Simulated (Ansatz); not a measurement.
`C[Si](C)(Cl)C#N`, 12 atoms. Total charge 0; spin multiplicity 1. All runs use 4 threads of an Arm Neoverse V2 on a shared host. Correlated methods freeze the cores.

Problem. How many basis functions does each run have, and how long does it take in Ansatz? RHF-MP2/def2-QZVPP energy; RHF-CCSD(T)/def2-SVP energy; RKS HSE06 (plane-wave form)-D4/def2-TZVPP energy; RKS ωB97M-V/def2-SVP energy; RKS PBE0-D4/def2-QZVPP energy; RKS LC-ωPBE/def2-TZVPP energy; RKS PBE0-D4/def2-TZVP frequencies; direct RPA on PBE orbitals/def2-TZVPP energy; RKS PBE0-D4/def2-TZVP relaxation (7 steps); RKS BLYP-D4/def2-TZVPP energy; RKS ωB97M-V/def2-QZVPP energy; RKS PBE0-D4/def2-SVP energy. (Estimate.)

Solution. Ansatz gave: Other jobs shared the machine, so times are rough.

```
                                    level                   job  functions  wall time  peak host memory (GiB)
                     RKS PBE0-D4/def2-SVP                energy        122      1.3 s                    0.66
                   RKS BLYP-D4/def2-TZVPP                energy        292      2.3 s                    0.45
                   RKS LC-ωPBE/def2-TZVPP                energy        292      2.9 s                    0.66
RKS HSE06 (plane-wave form)-D4/def2-TZVPP                energy        292      4.1 s                    0.96
                     RKS ωB97M-V/def2-SVP                energy        122      4.5 s                    0.66
    direct RPA on PBE orbitals/def2-TZVPP                energy        292        7 s                    0.79
                     RHF-CCSD(T)/def2-SVP                energy        122        8 s                    0.68
                   RKS PBE0-D4/def2-QZVPP                energy        548       13 s                     2.5
                   RKS ωB97M-V/def2-QZVPP                energy        548       28 s                     2.9
                    RKS PBE0-D4/def2-TZVP  relaxation (7 steps)        234       31 s                    0.72
                       RHF-MP2/def2-QZVPP                energy        548       34 s                     4.1
                    RKS PBE0-D4/def2-TZVP           frequencies        234    4.1 min                    0.73
```

LC-ωPBE has ω = 0.4 bohr⁻¹.
